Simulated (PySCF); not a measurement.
Species: C5H4ClO (charge +1).
SMILES with atom numbers: `[Cl:1][c:2]1[cH:3][cH:4][o+:5][cH:6][cH:7]1` (hydrogens: H8 on C3; H9 on C4; H10 on C6; H11 on C7)

The geometry is computed with GFN2-xTB (gas phase).

Q: Give the optimised bond lengths and angles.

A: 
| bond | length (Å) |
| --- | --- |
| Cl1–C2 | 1.678 |
| C2–C3, C2–C7 | 1.411 |
| C3–C4, C6–C7 | 1.370 |
| C4–O5, O5–C6 | 1.314 |
| C3–H8, C7–H11 | 1.079 |
| C4–H9, C6–H10 | 1.084 |

Bonds in one row agree within 0.01 Å and their mean is given. A selection of angles:
| angle | degrees |
| --- | --- |
| Cl1–C2–C3 | 121.3 |
| C3–C2–C7 | 117.4 |
| C2–C3–C4 | 118.6 |
| C2–C3–H8 | 120.9 |
| C4–C3–H8 | 120.5 |
| C3–C4–O5 | 122.5 |
| C3–C4–H9 | 123.6 |
| O5–C4–H9 | 113.9 |
| C4–O5–C6 | 120.5 |

C3 (aromatic CH carbon) is planar (angles 120.9°, 120.5° and 118.6°, sum 360.0°, 0.00 Å off the plane of its three neighbours). C2 (aromatic C–Cl carbon) is planar (angles 121.3°, 121.3° and 117.4°, sum 360.0°, 0.00 Å off the plane of its three neighbours). The 6-membered ring C2–C3–C4–O5–C6–C7 has internal angles of 117.4° to 122.5° (sum 720°, against 720° for a flat polygon); it is planar, 0.00 Å rms from its mean plane, widest ring torsion 0°. The C–C distances run from 1.370 Å (C6–C7, aromatic) to 1.411 Å (C2–C3, aromatic), a spread of 0.041 Å. The 7 heavy atoms lie in one plane (0.000 Å rms). C4 (aromatic CH next to a ring oxygen) is planar (angles 123.6°, 122.5° and 113.9°, sum 360.0°, 0.00 Å off the plane of its three neighbours).

Point group: C2v (every atom within 0.08 Å of its image). Whether it is a minimum is left open (no frequencies).
